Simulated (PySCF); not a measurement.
1-fluoro-3-methylidenecyclobutane (C5H7F), SMILES C=C1CC(F)C1. Coordinates come from a B3LYP-D3(BJ)/def2-SVP optimisation.

Computed equilibrium geometry at B3LYP-D3(BJ)/def2-SVP (PySCF confirms it by a frequency run) as bond lengths and angles, and its point group:
point group Cs.
Atoms: C1 C2 C3 C4 F5 C6 H7 H8 H9 H10 H11 H12 H13. Bond lengths (Å): C1–C2 1.330, C1–H7 1.094, C1–H8 1.094, C2–C3 1.520, C2–C6 1.520, C3–C4 1.545, C3–H9 1.100, C3–H10 1.104, C4–F5 1.374, C4–C6 1.545, C4–H11 1.102, C6–H12 1.104, C6–H13 1.100. Bond angles (°): C2–C1–H7 121.3, C2–C1–H8 121.3, H7–C1–H8 117.4, C1–C2–C3 134.0, C1–C2–C6 134.0, C3–C2–C6 91.5, C2–C3–C4 87.1, C2–C3–H9 118.8, C2–C3–H10 111.9, C4–C3–H9 118.8, C4–C3–H10 109.4, H9–C3–H10 109.3, C3–C4–F5 116.2, C3–C4–C6 89.6, C3–C4–H11 112.8, F5–C4–C6 116.2, F5–C4–H11 108.3, C6–C4–H11 112.8, C2–C6–C4 87.1, C2–C6–H12 111.9, C2–C6–H13 118.8, C4–C6–H12 109.4, C4–C6–H13 118.8, H12–C6–H13 109.3.
Charge 0, spin multiplicity 1.
